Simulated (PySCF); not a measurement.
**How methods differ on the ionisation energy of Ga²⁺**

Ga²⁺ [Ar] 3d10 4s1 (2S) → Ga³⁺ [Ar] 3d10 (1S), as a difference of total energies. All numbers are calculated (PySCF 2.14, scalar relativity by spin-free X2C-1e, in x2c-TZVPPall with one added diffuse shell each of s, p, d type (7s6p5d1f, 57 functions)). Correlated levels: valence and next inner shell: [Ne] frozen. The calculations carry no spin-orbit coupling.

```csv
method,ionisation energy (eV)
UHF,29.629
MP2 (valence and next inner shell),30.176
SCS-MP2 (valence and next inner shell),30.074
CCSD (valence and next inner shell),30.118
CCSD(T) (valence and next inner shell),30.149
```

Problem. How much does correlation contribute at CCSD(T) (valence and next inner shell)?

Solution. 30.149 − (29.629) = 0.520 eV, measured against UHF.

Errors of the correlated levels include the incompleteness of this basis and the frozen core.

For comparison: 30.726 eV (measured; NIST Atomic Spectra Database, ionization energies).
